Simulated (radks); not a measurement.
Effect of the nuclear size on the molybdenum ion Mo+, [Kr] 4d5. All-electron calculation, Dirac Kohn-Sham, BLYP, spin-unpolarised, spherical densities, finite nucleus; open shells are shared between the two j in proportion to 2j + 1; Fermi nuclear charge, rms radius 4.4091 fm. Program: a radial shooting solver on a logarithmic mesh with Libxc functionals. The rms radius is varied about that value; shifts are against it.

rms radius (fm)  total energy shift (eV)  density at nucleus (e/bohr^3)  1s1/2 shift (meV)  2s1/2 shift (meV)  4s1/2 shift (meV)  5s1/2 (empty) shift (meV)
3.6684                            -0.459                      9.272e+04               -194              -20.8             -0.619                     -0.067
4.2107                            -0.130                      9.134e+04              -55.1              -5.90             -0.176                     -0.019
4.4091                                 0                      9.088e+04              0.000              0.000              0.000                      0.000
4.7442                             0.232                      9.016e+04               98.1               10.5              0.313                      0.034
5.4056                             0.735                       8.89e+04                311               33.3              0.991                      0.108

Slopes of the eigenvalues against <r^2> in GHz/fm^2, as finite differences over the two radii next to the reference (eigenvalue slopes, not the field-shift constants of lines): 1s1/2 7750, 2s1/2 831, 4s1/2 24.7, 5s1/2 (empty) 2.69.
